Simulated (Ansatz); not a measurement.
A structure relaxed at r2SCAN-D4/def2-SVPD in Ansatz, charge -1, singlet:

Cartesian coordinates in Å:
```
Na 0.576 2.320 0.488
Sn -1.806 0.415 1.696
Sn -0.595 -1.967 0.059
Sn 0.890 -0.371 2.311
Sn 1.953 -0.394 -0.469
Sn -1.480 0.626 -1.250
Sn 0.462 -0.628 -2.836
```

Question: Give its formula and point group.

Answer: the cluster NaSn6⁻. Point group Cs (tolerance 0.1 Å).

Question: Summarise the bond lengths by kind (pairs closer than 1.2 times the sum of covalent radii, bridged metal pairs left out).

Answer: 9 × Sn–Sn 2.80 to 3.13 Å; 4 × Na–Sn 3.18 to 3.28 Å.

In the def2 sets Sn takes a core potential; there is no spin–orbit coupling. The restricted singlet is unstable towards broken spin symmetry in Hartree–Fock (as tested in another run); at r2SCAN-D4/def2-SVPD this wasn't settled. Another isomer (singlet) lies 0.34 eV lower at PBE0-D4/def2-TZVPD; other spin states weren't run for this one.
